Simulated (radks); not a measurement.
Pm2+, configuration [Xe] 4f4.75 6s0.25 (fractional occupations, a model configuration).

Method: scalar-relativistic Kohn-Sham, LDA (Slater exchange, Perdew-Wang correlation), spin-polarised, spherical densities, finite nucleus; open shells are filled with parallel spins first (spin-orbit coupling, left out, can overturn this in heavy ions); Fermi nuclear charge, rms radius 4.962 fm; computed with a radial shooting solver on a logarithmic mesh with Libxc functionals.

Energy parts (eV):
| part | energy |
|---|---|
| total | -272451.52 |
| kinetic | 290493.01 |
| electron-nucleus | -661755.15 |
| Hartree | 104832.64 |
| exchange-correlation | -6022.02 |

Orbitals (lengths in bohr, moments of r in powers of bohr):
orbital  occ.  eigenvalue (eV)   <1/r>
1s up       1        -44988.24   67.36
1s down     1        -44988.24   67.36
2s up       1        -7328.219   15.58
2s down     1        -7328.171   15.58
2p up       3        -6549.647   14.66
2p down     3        -6549.614   14.66
3s up       1        -1609.820   5.685
3s down     1        -1608.346   5.689
3p up       3        -1365.249   5.369
3p down     3        -1363.789   5.373
3d up       5        -1028.843   5.098
3d down     5        -1027.697   5.101
4s up       1        -333.0769   2.389
4s down     1        -329.4709   2.389
4p up       3        -252.7411   2.199
4p down     3        -249.1404   2.199
4d up       5        -139.1819   1.926
4d down     5        -135.6160   1.925
5s up       1         -57.5023  0.9314
5s down     1         -55.4092  0.9191
5p up       3         -37.8255  0.7892
5p down     3         -36.1940  0.7750
4f up    4.75         -18.4712   1.343
4f down     0         -15.3914   1.307
6s up    0.25         -14.5286  0.3602
6s down     0         -13.9272  0.3551

The highest occupied level is 6s up at -14.529 eV. The configuration is held as typed, so some empty levels lie below it. The density falls to 0.001 e/bohr^3 at r = 3.74 bohr. The spin density at the nucleus is 8.401 e/bohr^3 (1s 0.041, 2s -0.595, 3s -7.392, 4s -0.146, 5s 7.640, 6s 8.854). Spin moment in Bohr magnetons: 5.
